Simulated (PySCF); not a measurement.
C₂H₆OZn, charge +1, doublet (typed; the unrestricted solution is spin-contaminated), geometry from GFN2-xTB (such geometries of metal compounds can be far from the true shape) (a state made from the parent by changing its charge; the spin is typed, not shown lowest); PySCF with BHANDHLYP/STO-3G.

Input for PySCF:
```python
from pyscf import gto, scf, dft

mol = gto.Mole()
mol.atom = '''
    Zn    0.660528    0.078930    0.313643
    C    -0.279773   -0.973573   -1.305849
    C    -1.663825   -0.509349   -1.220521
    H    -0.103098   -2.013784   -1.029938
    H     0.292173   -0.629144   -2.168047
    H    -1.786687    0.555696   -1.436145
    H    -2.171314   -0.801466   -0.296286
    H    -2.227819   -1.025483   -2.020479
    O    -0.279399    1.104988    1.328493
    H     0.077703    1.603923    2.071895
'''
mol.basis = 'sto-3g'
mol.charge = 1
mol.spin = 1
mol.verbose = 4
mol.build()

mf = dft.UKS(mol)
mf.xc = 'bhandhlyp'
mf.kernel()
```

The log (banner, timings and long lists left out):

```
PySCF version 2.14.0

[INPUT] verbose = 4
[INPUT] num. atoms = 10
[INPUT] num. electrons = 55
[INPUT] charge = 1
[INPUT] spin (= nelec alpha-beta = 2S) = 1
[INPUT] symmetry False subgroup None
[INPUT] Mole.unit = angstrom
[INPUT] Symbol           X                Y                Z      unit          X                Y                Z       unit  Magmom
[INPUT]  1 Zn     0.660528000000   0.078930000000   0.313643000000 AA    1.248217017607   0.149156083012   0.592699370887 Bohr   0.0
[INPUT]  2 C     -0.279773000000  -0.973573000000  -1.305849000000 AA   -0.528694347048  -1.839786332271  -2.467696970037 Bohr   0.0
[INPUT]  3 C     -1.663825000000  -0.509349000000  -1.220521000000 AA   -3.144173569204  -0.962530111821  -2.306450419280 Bohr   0.0
[INPUT]  4 H     -0.103098000000  -2.013784000000  -1.029938000000 AA   -0.194826983990  -3.805500234031  -1.946300745282 Bohr   0.0
[INPUT]  5 H      0.292173000000  -0.629144000000  -2.168047000000 AA    0.552126950993  -1.188909852913  -4.097015055185 Bohr   0.0
[INPUT]  6 H     -1.786687000000   0.555696000000  -1.436145000000 AA   -3.376349100321   1.050113248516  -2.713920725163 Bohr   0.0
[INPUT]  7 H     -2.171314000000  -0.801466000000  -0.296286000000 AA   -4.103188790434  -1.514551238151  -0.559899394543 Bohr   0.0
[INPUT]  8 H     -2.227819000000  -1.025483000000  -2.020479000000 AA   -4.209967765102  -1.937882015397  -3.818151950435 Bohr   0.0
[INPUT]  9 O     -0.279399000000   1.104988000000   1.328493000000 AA   -0.527987589477   2.088124690931   2.510487928402 Bohr   0.0
[INPUT] 10 H      0.077703000000   1.603923000000   2.071895000000 AA    0.146837389057   3.030975194891   3.915314108856 Bohr   0.0

nuclear repulsion = 249.662707842728
number of shells = 23
number of NR pGTOs = 117
number of NR cGTOs = 39
basis = sto-3g
ecp = {}

******** <class 'pyscf.dft.uks.UKS'> ********
method = UKS
initial guess = minao
damping factor = 0
level_shift factor = 0
DIIS = <class 'pyscf.scf.diis.CDIIS'>
diis_start_cycle = 1
diis_space = 8
diis_damp = 0
SCF conv_tol = 1e-09
SCF conv_tol_grad = None
SCF max_cycles = 50
direct_scf = True
direct_scf_tol = 1e-13
number electrons alpha = 28  beta = 27
XC library pyscf.dft.libxc version 7.1.2
    S. Lehtola, C. Steigemann, M. J. T. Oliveira, and M. A. L. Marques,  SoftwareX 7, 1–5 (2018)
XC functionals = bhandhlyp
    A. D. Becke,  J. Chem. Phys. 98, 1372 (1993)
    Defined through Gaussian implementation.
radial grids:
    Treutler-Ahlrichs [JCP 102, 346 (1995); DOI:10.1063/1.469408] (M4) radial grids

becke partition: Becke, JCP 88, 2547 (1988); DOI:10.1063/1.454033
pruning grids: <function nwchem_prune>
grids dens level: 3
symmetrized grids: False
atomic radii adjust function: <function treutler_atomic_radii_adjust>
small_rho_cutoff = 0
Set gradient conv threshold to 3.16228e-05
tot grids = 121808
init E= -1909.74107782582

cycle= 1 E= -1910.22875546543  delta_E= -0.488  |g|= 1.24  |ddm|= 3.09
cycle= 2 E= -1906.29348287912  delta_E= 3.94  |g|= 2.31  |ddm|=  3.3
cycle= 3 E= -1910.37463188827  delta_E= -4.08  |g|= 0.819  |ddm|= 2.85
cycle= 4 E= -1910.62975183459  delta_E= -0.255  |g|= 0.95  |ddm|=  2.4
cycle= 5 E= -1911.06237607143  delta_E= -0.433  |g|= 0.695  |ddm|= 0.562
cycle= 6 E= -1911.18472442446  delta_E= -0.122  |g|= 0.596  |ddm|= 0.236
cycle= 7 E= -1911.31153085097  delta_E= -0.127  |g|= 0.475  |ddm|= 0.553
cycle= 8 E= -1911.34830311875  delta_E= -0.0368  |g|= 0.432  |ddm|= 0.198
cycle= 9 E= -1911.45428714359  delta_E= -0.106  |g|= 0.257  |ddm|= 0.684
cycle= 10 E= -1911.49141139363  delta_E= -0.0371  |g|= 0.144  |ddm|= 0.212
cycle= 11 E= -1911.50946254243  delta_E= -0.0181  |g|= 0.0204  |ddm|= 0.284
cycle= 12 E= -1911.51003267323  delta_E= -0.00057  |g|= 0.0147  |ddm|= 0.0385
cycle= 13 E= -1911.51049097674  delta_E= -0.000458  |g|= 0.0121  |ddm|= 0.0337
cycle= 14 E= -1911.51107316505  delta_E= -0.000582  |g|= 0.00729  |ddm|= 0.0571
cycle= 15 E= -1911.51141133545  delta_E= -0.000338  |g|= 0.00301  |ddm|= 0.0646
cycle= 16 E= -1911.5114633131  delta_E= -5.2e-05  |g|= 0.00201  |ddm|= 0.0242
cycle= 17 E= -1911.51148406154  delta_E= -2.07e-05  |g|= 0.00167  |ddm|= 0.00972
cycle= 18 E= -1911.51150200735  delta_E= -1.79e-05  |g|= 0.0013  |ddm|= 0.0104
cycle= 19 E= -1911.5115181044  delta_E= -1.61e-05  |g|= 0.00108  |ddm|= 0.0117
cycle= 20 E= -1911.5115310382  delta_E= -1.29e-05  |g|= 0.000992  |ddm|= 0.0103
cycle= 21 E= -1911.51153934541  delta_E= -8.31e-06  |g|= 0.000937  |ddm|= 0.00652
cycle= 22 E= -1911.51155097049  delta_E= -1.16e-05  |g|= 0.000909  |ddm|= 0.00955
cycle= 23 E= -1911.51155664457  delta_E= -5.67e-06  |g|= 0.000905  |ddm|= 0.00471
cycle= 24 E= -1911.51155825061  delta_E= -1.61e-06  |g|= 0.000905  |ddm|= 0.00133
cycle= 25 E= -1911.51155460194  delta_E= 3.65e-06  |g|= 0.000897  |ddm|= 0.00308
cycle= 26 E= -1911.51154446645  delta_E= 1.01e-05  |g|= 0.000872  |ddm|= 0.009
cycle= 27 E= -1911.51153335152  delta_E= 1.11e-05  |g|= 0.000833  |ddm|= 0.0118
cycle= 28 E= -1911.51152618919  delta_E= 7.16e-06  |g|= 0.000785  |ddm|= 0.0103
cycle= 29 E= -1911.51152358761  delta_E= 2.6e-06  |g|= 0.000742  |ddm|= 0.00807
cycle= 30 E= -1911.51152703751  delta_E= -3.45e-06  |g|= 0.000662  |ddm|= 0.014
cycle= 31 E= -1911.51153789618  delta_E= -1.09e-05  |g|= 0.0005  |ddm|= 0.0247
cycle= 32 E= -1911.51154578163  delta_E= -7.89e-06  |g|= 0.000385  |ddm|= 0.0204
cycle= 33 E= -1911.51154964477  delta_E= -3.86e-06  |g|= 0.00032  |ddm|= 0.0119
cycle= 34 E= -1911.51155251111  delta_E= -2.87e-06  |g|= 0.000235  |ddm|= 0.0117
cycle= 35 E= -1911.51155347181  delta_E= -9.61e-07  |g|= 0.000165  |ddm|= 0.00578
cycle= 36 E= -1911.51155416518  delta_E= -6.93e-07  |g|= 7.98e-05  |ddm|= 0.00707
cycle= 37 E= -1911.51155426681  delta_E= -1.02e-07  |g|= 5.13e-05  |ddm|= 0.00205
cycle= 38 E= -1911.51155430861  delta_E= -4.18e-08  |g|= 3.25e-05  |ddm|= 0.00126
cycle= 39 E= -1911.51155431622  delta_E= -7.62e-09  |g|= 2.9e-05  |ddm|= 0.000347
cycle= 40 E= -1911.51155432291  delta_E= -6.68e-09  |g|= 2.78e-05  |ddm|= 0.000403
cycle= 41 E= -1911.5115543263  delta_E= -3.4e-09  |g|= 2.78e-05  |ddm|= 0.000121
cycle= 42 E= -1911.51155432765  delta_E= -1.35e-09  |g|= 2.78e-05  |ddm|= 7.77e-05
cycle= 43 E= -1911.51155432719  delta_E= 4.66e-10  |g|= 2.78e-05  |ddm|= 3e-05
Extra cycle  E= -1911.51155432986  delta_E= -2.67e-09  |g|= 2.79e-05  |ddm|= 6.97e-05
converged SCF energy = -1911.51155432986  <S^2> = 1.4942639  2S+1 = 2.6414116
```
